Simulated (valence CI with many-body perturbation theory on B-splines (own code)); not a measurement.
Questions on Bi LXIX

Computed by valence CI with perturbative core correlation (CI+MBPT): five valence electrons over a frozen Dirac-Fock core [Ne], a basis of 11 s, 11 p, 10 d, 8 f, 5 g, 2 h functions for each j, with the one-electron correlation potential Σ1 (screened to all orders), the two-electron term Σ2, the three-electron term Σ3, Breit, model QED; selected single and double excitations, second order for the rest, scaled by the run's own slope (own B-spline code, finite nucleus).

No measured spectrum was set against this ion. As an estimate, large intervals hold to a few tenths of a per cent, small ones and those within an open d or f shell to about a per cent. Among the levels kept, up to 3300 cm⁻¹ of a level comes from second order outside the variational space, and about a tenth of that is noise between levels of different J, which matters for small intervals.

Levels are named by their leading jj configuration (3d3/2^4 stands for four electrons in 3d with j = 3/2), which in mixed levels can hold well under half, so a name can repeat and another be missing.

Rates and lifetimes use the calculated energies. Strong lines usually hold to 10 to 20 %, long lifetimes can be off by a factor of two.

Q: What is the ground level?

A: (3s^2 3p1/2^2 3p3/2) J=3/2, composition 49 % 3s2.3p3 2P° + 27 % 3s2.3p3 2D° + 24 % 3s2.3p3 4S°, g = 1.330.

Q: Where does the other parity begin?

A: At (3s^2 3p1/2^2 3d3/2) J=3/2, 19.58 Ry.

Q: Among levels below 149.67 Ry, which E1 lines absorb most strongly from the ground level?

A: to (3s^2 3p1/2 3p3/2 3d3/2) J=3/2 at 1.331 nm, f = 0.431; to (3s^2 3p1/2 3p3/2 3d3/2) J=5/2 at 1.354 nm, f = 0.326; to (3s^2 3p1/2 3p3/2 3d3/2) J=1/2 at 1.334 nm, f = 0.148.

Q: Name the longest-lived excited levels whose lifetime is computed, and their main decay.

A: (3s^2 3p1/2 3p3/2 3d5/2) J=9/2 at 74.96 Ry lives 20.3 ns, mostly by E2 to (3s^2 3p1/2^2 3d5/2) J=5/2; (3s^2 3p1/2 3p3/2^2) J=5/2 at 45.35 Ry lives 872 ps, mostly by E1 to (3s^2 3p1/2^2 3d3/2) J=3/2; (3s^2 3p1/2 3p3/2^2) J=1/2 at 46.67 Ry lives 828 ps, mostly by M1 to (3s^2 3p1/2^2 3p3/2) J=3/2.

Q: How well does LS coupling describe the low levels?

A: Among the lowest 20 levels the leading LS term, summed over configurations, holds 54 % on average. For single configurations the figures are 52 % in LS and 93 % in jj coupling. Terms mix most in the J = 3/2 level at 64.07 Ry, where the leading one holds 30 %.
